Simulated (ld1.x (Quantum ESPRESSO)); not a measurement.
## Plane-wave convergence, TM potential for Mn

```json
{
  "Element": "manganese",
  "Generator": "ld1.x (Quantum ESPRESSO) 7.5",
  "Type": "norm-conserving Troullier–Martins (Kleinman–Bylander form)",
  "Functional": "revPBE",
  "Relativity": "scalar-relativistic",
  "Frozen core": "[Ne]",
  "Valence charge": "15",
  "Reference configuration": "3s2 3p6 3d5 4s2 4p0",
  "Partial waves": "3s (bound): rc 1.35 bohr; 3p (bound): rc 0.95 bohr; 3d (bound): rc 1.30 bohr",
  "Local potential": "the d channel",
  "Core correction": "a·sin(br)/r model core, default radius (core density twice the valence density)"
}
```

Occupied shells without a wave of their own: 4s. They enter only through the test configuration that unscreens the potential, and ld1.x also counts them in the model core charge.

The pseudo-atom Hamiltonian at the reference potential is diagonalised in spherical Bessel functions j_l(qr) that vanish at 20 bohr, with q² up to the cutoff. All-electron valence levels (Ry): 3s -6.3160, 4s -0.3712, 3p -4.0126, 4p -0.0989, 3d -0.4936.

Task: How do the lowest levels (Ry) of each channel move with the cutoff, and are there ghosts?

Result:

| cutoff (Ry) | s #1 | s #2 | p #1 | p #2 | p #3 | d #1 | d #2 | f #1 | f #2 | Σ f·Δε (mRy) |
| --- | --- | --- | --- | --- | --- | --- | --- | --- | --- | --- |
| 8 | -5.8374 | -0.3147 | -1.5648 | -0.0262 | 0.0714 | 0.0488 | 0.1279 | 0.1065 | 0.2269 | 18567.5 |
| 21 | -6.2835 | -0.3832 | -3.3903 | -0.0767 | 0.0488 | 0.0468 | 0.1200 | 0.1065 | 0.2269 | 6574.7 |
| 45 | -6.3104 | -0.3874 | -3.9971 | -0.0962 | 0.0436 | -0.0009 | 0.0669 | 0.1065 | 0.2269 | 2633.3 |
| 90 | -6.3155 | -0.4156 | -4.0086 | -0.0968 | 0.0434 | -0.4571 | 0.0532 | 0.1065 | 0.2269 | 216.8 |
| 160 | -6.3159 | -0.4200 | -4.0125 | -0.0968 | 0.0434 | -0.4934 | 0.0530 | 0.1065 | 0.2269 | 2.0 |
| 300 | -6.3160 | -0.4201 | -4.0126 | -0.0968 | 0.0434 | -0.4936 | 0.0530 | 0.1065 | 0.2269 | 0.1 |
| 400 | -6.3160 | -0.4201 | -4.0127 | -0.0968 | 0.0434 | -0.4936 | 0.0530 | 0.1065 | 0.2269 | 0.0 |

Result: no extra level below or beside the all-electron valence levels (s, p, d, f tested); 10 mRy is reached at 140 Ry and 1 mRy at 230 Ry.

The potential misses its own reference levels by up to 0.7 eV. ld1.x takes every shell without a wave as core, so the model core holds the 4s electrons as well and exchange and correlation see them twice. This cancels in the reference configuration, but the file is broken for other ones, and its errors say nothing about a proper core correction. Its largest configuration-test error is -7036 meV.
